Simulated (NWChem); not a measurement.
System meant: C3H3BF2; SMILES C=C=CB(F)F

The following NWChem deck was run.

```
start job
memory heap 200 mb stack 900 mb global 1100 mb
geometry units angstroms noautosym nocenter noautoz
  C      0.243178     2.685032     0.000000
  C     -0.324086     1.501200     0.000000
  C     -0.870600     0.293485     0.000000
  B     -0.003915    -0.992181     0.000000
  F     -0.575671    -2.198587     0.000000
  F      1.328103    -0.954684     0.000000
  H      0.491515     3.199309     0.943783
  H      0.491515     3.199309    -0.943783
  H     -1.973404     0.208452     0.000000
end
basis spherical
  * library def2-svp
end
dft
  xc xtpss03 ctpss03
  iterations 150
end
property
  shielding 8 1 2 3 4 5 6 7 9
end
task dft property
```

End of the output:

```
 Vector   25  Occ=0.000000D+00  E= 5.214980D-02
              MO Center= -1.2D-01, -1.0D-01,  8.6D-09, r^2= 4.3D+00
   Bfn.  Coefficient  Atom+Function         Bfn.  Coefficient  Atom+Function
  ----- ------------  ---------------      ----- ------------  ---------------
    51     -0.568901  4 B  pz                48      0.547671  4 B  pz
    37      0.522873  3 C  pz                86      0.454543  7 H  s
    91     -0.454543  8 H  s                 34      0.379093  3 C  pz
     9     -0.313074  1 C  pz                23     -0.218632  2 C  pz
    76     -0.211817  6 F  pz                62     -0.202648  5 F  pz

 center of mass
 --------------
 x =   0.03940650 y =  -0.22357729 z =   0.00000000

 moments of inertia (a.u.)
 ------------------
         913.533393215286          -6.796142299313           0.000000000000
          -6.796142299313         203.696576387754           0.000000000000
           0.000000000000           0.000000000000        1104.407044940885

     Multipole analysis of the density
     ---------------------------------

     L   x y z        total         alpha         beta         nuclear
     -   - - -        -----         -----         ----         -------
     0   0 0 0     -0.000000    -22.000000    -22.000000     44.000000

     1   1 0 0     -0.234062     -0.167006     -0.167006      0.099949
     1   0 1 0      0.769898      0.247917      0.247917      0.274063
     1   0 0 1     -0.000000     -0.000000     -0.000000      0.000000

     2   2 0 0    -25.203362    -63.967041    -63.967041    102.730721
     2   1 1 0      1.039032     -3.405555     -3.405555      7.850142
     2   1 0 1     -0.000000     -0.000000     -0.000000      0.000000
     2   0 2 0    -23.560921   -251.824496   -251.824496    480.088070
     2   0 1 1     -0.000000     -0.000000     -0.000000      0.000000
     2   0 0 2    -23.328205    -14.844944    -14.844944      6.361682

          -----------------------------------------
          Chemical Shielding Tensors (GIAO, in ppm)
          -----------------------------------------

 ------------------------------------------------------------------------
  xtpss03: d2 not coded                    0
 ------------------------------------------------------------------------
 ------------------------------------------------------------------------
  current input line :
    24: task dft property
 ------------------------------------------------------------------------
 ------------------------------------------------------------------------
 This error has not yet been assigned to a category
 ------------------------------------------------------------------------
 For more information see the NWChem manual at https://nwchemgit.github.io

0: xtpss03: d2 not coded:Received an Error in Communication
```

Problem. What is wrong, and how is it mended?

Solution. The program stopped with an error. Cause: this functional's second derivatives, which shieldings need, aren't coded here; the fix takes a hybrid GGA instead. This input runs:
```
start job
memory heap 200 mb stack 900 mb global 1100 mb
geometry units angstroms noautosym nocenter noautoz
  C      0.243178     2.685032     0.000000
  C     -0.324086     1.501200     0.000000
  C     -0.870600     0.293485     0.000000
  B     -0.003915    -0.992181     0.000000
  F     -0.575671    -2.198587     0.000000
  F      1.328103    -0.954684     0.000000
  H      0.491515     3.199309     0.943783
  H      0.491515     3.199309    -0.943783
  H     -1.973404     0.208452     0.000000
end
basis spherical
  * library def2-svp
end
dft
  xc pbe0
  iterations 150
end
property
  shielding 8 1 2 3 4 5 6 7 9
end
task dft property
```
It converges to -340.10955 Ha (PBE0/def2-SVP, GIAO).
